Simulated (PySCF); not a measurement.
**GaSI: from structure and modes to constants**

All numbers come from PBE0/[Ga def2-TZVP, S def2-TZVP, I def2-TZVP with ECP28], scalar-relativistic core potentials, density fitting, no spin–orbit coupling, PySCF.

The singlet minimum has C∞v symmetry. Masses (u): Ga 68.92558, S 31.97207, I 126.90447.

```xyz
3
charge 0 multiplicity 1, angstrom
Ga    0.0000    0.0000   -1.0688
S     0.0000    0.0000   -3.0820
I     0.0000    0.0000    1.3572
```

Harmonic wavenumbers (cm⁻¹): 97.5 (π, ×2), 237.9 (σ+, ×1), 579.9 (σ+, ×1).

Task: Find the principal moments of inertia and the rotational constants. What kind of rotor is it?

Result: About the centre of mass I = 616.2 u Å². With B = 16.8576/I this gives 0.02736 cm⁻¹. The molecule is linear.

Task: What is the harmonic zero-point energy?

Result: Half the sum of all 4 wavenumbers, 1013/2 = 506 cm⁻¹, which is 6.1 kJ/mol (1 cm⁻¹ = 0.0119627 kJ/mol).

Task: Give the standard entropy (298.15 K, 1 bar) by its translational, rotational, vibrational and spin parts, and Cp.

Result: Sackur–Tetrode with M = 227.80 u gives 176.6; rotation with symmetry number 1 gives 82.6; vibration 39.0; spin R ln 1 = 0.0. The total is 298.1 J/(mol K), and Cp = 7/2 R + 28.3 = 57.4 J/(mol K).

Other isomers or separated fragments may lie lower.
